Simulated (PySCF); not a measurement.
CH₆BeO₂Si, SMILES [SiH3][O][Be][O]C.

Coordinates come from a r2SCAN-D4/def2-SVP optimisation. The values are those of a single conformer.

These are r2SCAN/def2-TZVP (PySCF) values and carry that method's errors.

Computed frontier levels, gap, dipole moment and polarisability:
The highest occupied level comes out as -6.94 eV and the lowest empty level is -0.52 eV. The orbital gap is 6.42 eV and the dipole moment is 1.50 D. The quadrupole, principal values (traceless, Buckingham form, about the centre of nuclear charge) is -0.90, -0.90, 1.80 D·Å and the mean static polarisability comes out as 59.0 bohr³ (8.74 Å³). The polarisability, principal values comes out as 50.6, 50.6, 75.7 bohr³.
